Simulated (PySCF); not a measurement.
SMILES [SiH2](C)[SeH] (CH6SeSi), PBE/def2-SVP optimised geometry.

```
9

C      1.20    -0.54     0.00
Si    -0.69    -0.54     0.00
Se    -1.59     1.58     0.00
H      1.59    -0.08    -0.93
H      1.58    -1.58     0.05
H      1.59     0.03     0.87
H     -1.23    -1.15     1.27
H     -1.20    -1.33    -1.18
H     -1.04     1.90    -1.34
```

Density from PBE/def2-TZVP run with PySCF 2.14.0 at that geometry.

Minimum of the electron density along straight lines between bonded atoms, close to the bond critical point (lines longer than 1.1 times the sum of covalent radii, or with two minima, are not listed):

```json
[
 {"bond": "C1–Si2", "length / Å": "1.888", "ρ at the minimum / e bohr⁻³": "0.118", "∇²ρ there / e bohr⁻⁵": "[?]", "position (fraction from the first atom)": "0.61"},
 {"bond": "Si2–Se3", "length / Å": "2.310", "ρ at the minimum / e bohr⁻³": "[?]", "∇²ρ there / e bohr⁻⁵": "-0.04", "position (fraction from the first atom)": "0.36"},
 {"bond": "C1–H4", "length / Å": "1.109", "ρ at the minimum / e bohr⁻³": "0.261", "∇²ρ there / e bohr⁻⁵": "-0.83", "position (fraction from the first atom)": "0.64"},
 {"bond": "C1–H5", "length / Å": "1.110", "ρ at the minimum / e bohr⁻³": "0.259", "∇²ρ there / e bohr⁻⁵": "-0.82", "position (fraction from the first atom)": "0.64"},
 {"bond": "C1–H6", "length / Å": "1.108", "ρ at the minimum / e bohr⁻³": "0.262", "∇²ρ there / e bohr⁻⁵": "-0.83", "position (fraction from the first atom)": "0.64"},
 {"bond": "Si2–H7", "length / Å": "1.504", "ρ at the minimum / e bohr⁻³": "0.118", "∇²ρ there / e bohr⁻⁵": "0.11", "position (fraction from the first atom)": "0.49"},
 {"bond": "Si2–H8", "length / Å": "1.506", "ρ at the minimum / e bohr⁻³": "0.118", "∇²ρ there / e bohr⁻⁵": "0.11", "position (fraction from the first atom)": "0.49"},
 {"bond": "Se3–H9", "length / Å": "1.487", "ρ at the minimum / e bohr⁻³": "[?]", "∇²ρ there / e bohr⁻⁵": "-0.28", "position (fraction from the first atom)": "0.63"}
]
```

Problem. What belongs in the gaps?

Solution. 
- C1–Si2, ∇²ρ there / e bohr⁻⁵: 0.14
- Si2–Se3, ρ at the minimum / e bohr⁻³: 0.087
- Se3–H9, ρ at the minimum / e bohr⁻³: 0.167
